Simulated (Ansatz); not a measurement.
Basis sets compared for the cluster Cu₄Te₂. Charge 0, multiplicity 1. Geometry PBE-D4/def2-SVP. Ansatz on 4 threads of Arm Neoverse V2 on a shared host; times are rough, and most runs start from earlier orbitals.

Cartesian coordinates in Å:
```
Cu 0.8598 -1.8565 -0.7030
Cu -0.7134 -0.7834 0.7685
Cu -0.0228 1.5086 0.8475
Cu 0.1019 0.3623 -1.2521
Te -2.2286 0.9396 -0.3638
Te 2.0030 -0.1707 0.7028
```

In the def2 sets Te takes a core potential; there is no spin–orbit coupling. Another isomer (singlet) lies 0.05 eV lower at PBE0-D4/def2-TZVP; other spin states weren't run for this one.

Binding counts from free atoms (Cu doublet, Te triplet) in the same basis, without a counterpoise term.

```csv
level,functions,energy (Eh),HOMO (eV),LUMO (eV),binding per atom (eV),wall time
PBE-D4/def2-SVP,176,-7096.4291,-4.45,-3.47,2.73,6 s
PBE-D4/def2-TZVP,280,-7097.4433,-4.84,-3.76,2.35,10 s
PBE0-D4/def2-SVP,176,-7096.4671,-5.49,-2.83,2.45,11 s
PBE0-D4/def2-TZVP (with forces),280,-7097.4431,-5.78,-3.08,2.16,26 s
```

**Question.** Estimate the rows for PBE-D4/def2-TZVPD, PBE0-D4/def2-TZVPD.

**Answer.** 
```json
{"level": "PBE-D4/def2-TZVPD", "functions": "310", "energy (Eh)": "-7097.4451", "HOMO (eV)": "-4.86", "LUMO (eV)": "-3.78", "binding per atom (eV)": "2.36", "wall time": "13 s"}
{"level": "PBE0-D4/def2-TZVPD", "functions": "310", "energy (Eh)": "-7097.4444", "HOMO (eV)": "-5.79", "LUMO (eV)": "-3.10", "binding per atom (eV)": "2.17", "wall time": "27 s"}
```
